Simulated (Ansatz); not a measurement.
Two isomers of C4H8Si: A = `C=CC(=C)[SiH3]`, B = `C=C1CC1[SiH3]`.

Calculated with Ansatz (gas phase, PBE0-D4/def2-TZVP geometries, no zero-point term in ΔE). CBS: MP2 limit from def2 TZ/QZ plus the TZ coupled-cluster correction, frozen cores. DFT in def2-TZVPP. B3LYP here is the variant with VWN-RPA as its local correlation; programs differ in this. One conformer a species, not always the lowest.

Problem. Which isomer does CCSD(T)/CBS put lower? Give the gap. (An estimate is asked.)

Solution. Computed: A, by 17.5 kcal/mol.

Problem. Give E(B) − E(A) in kcal/mol with B3LYP-D4, B3LYP, HF/def2-TZVPP, CCSD/def2-TZVPP, MP2/def2-TZVPP, CCSD(T)/def2-TZVPP, LDA (SPW92). (Best estimate.)

Solution. Ansatz gave: B3LYP-D4 18.0, B3LYP 17.3, HF/def2-TZVPP 19.1, CCSD/def2-TZVPP 16.8, MP2/def2-TZVPP 15.1, CCSD(T)/def2-TZVPP 17.4, LDA (SPW92) 10.7. None reverses the order clearly.

Problem. Does the order hold for the free energy at 298.15 K (harmonic terms from PBE0-D4)? (An estimate is asked.)

Solution. The calculation gave: Yes: G(B) − G(A) = +17.6 kcal/mol, for one conformer each.

Largest T1 diagnostic: 0.012.

From BLYP to BHLYP (50 % exact exchange), in def2-TZVPP and without D4, E(B) − E(A) moves by −1.7 kcal/mol. At CCSD(T), def2-SVP lies −1.7 kcal/mol from the extrapolated value and def2-TZVPP −0.1 kcal/mol.
